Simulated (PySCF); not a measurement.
These compounds are isomers of formula C$_{6}$H$_{9}$N$_{3}$Si.

A. SMILES C#Cc1nn(CC)nc1[SiH3]
B. SMILES C[SiH](C)n1nccc1C#N
C. `C#Cc1cnn([SiH](C)C)n1`
D. SMILES C[SiH](C)n1ccc(C#N)n1

Spectrum 1. ¹H NMR (500 MHz, computed): δ 4.57 (s, 3H), 4.53 (q, 2H), 3.05 (s, 1H), 1.49 (t, 3H). ¹³C{¹H} NMR (computed): δ 148.2 (C), 142.7 (C), 93.1 (CH), 79.6 (C), 51.4 (CH2), 19.4 (CH3).

Spectrum 2. ¹H NMR (500 MHz, computed): δ 7.95 (s, 1H), 5.67 (sept, 1H), 2.97 (s, 1H), 0.50 (d, 6H). ¹³C{¹H} NMR (computed): δ 146.5 (CH), 138.3 (C), 92.2 (CH), 79.3 (C), -0.8 (CH3).

Spectrum 3. ¹H NMR (500 MHz, computed): δ 7.64 (m, 1H), 6.87 (m, 1H), 5.33 (sept, 1H), 0.55 (d, 6H). ¹³C{¹H} NMR (computed): δ 139.8 (CH), 135.3 (C), 120.2 (CH), 119.6 (C), -0.5 (CH3).

Spectrum 4. ¹H NMR (500 MHz, computed): δ 7.86 (m, 1H), 7.16 (m, 1H), 5.65 (sept, 1H), 0.67 (d, 6H). ¹³C{¹H} NMR (computed): δ 145.9 (CH), 125.4 (CH), 123.7 (C), 119.0 (C), -1.0 (CH3).

No solvent model, equivalent nuclei averaged, non-relativistic, one conformer. PBE0/pcSseg-1 with gauge-including orbitals; structure optimised with GFN2-xTB; PySCF 2.14.0 with density-fitted response routines.

References, each an isolated molecule treated in the same way: TMS for ¹H (σ = 31.72 ppm), ¹³C (σ = 186.93 ppm). Where no couplings were computed, multiplicities follow the n + 1 count of equivalent neighbours, and m marks all less simple cases (inequivalent or close neighbours, rings, F or P nearby). Shifts are as computed. Against solution values, carbons near 30 ppm lie about +3 ppm off and those near 130 ppm about +5 ppm. Of 1211 compounds with measured shifts, 218 miss one by over three times the rms of a fit or turn the order of signals round; such compounds aren't used in these exercises.

Problem. Match each spectrum to its structure.

Solution. 1–A, 2–C, 3–D, 4–B.

- Spectrum 1 (A): 6 ¹³C signals; δC 93.1 is a terminal alkyne carbon; δC 79.6 is an alkyne carbon.
- Spectrum 2 (C): 5 ¹³C signals; δC 146.5 is an aromatic CH next to a ring nitrogen; δC 92.2 is a terminal alkyne carbon.
- Spectrum 3 (D): 5 ¹³C signals; δC 119.6 is a nitrile carbon; δC -0.5 is a methyl carbon bonded to Si.
- Spectrum 4 (B): 5 ¹³C signals; δC 145.9 is an aromatic CH next to a ring nitrogen; δC 119.0 is a nitrile carbon.
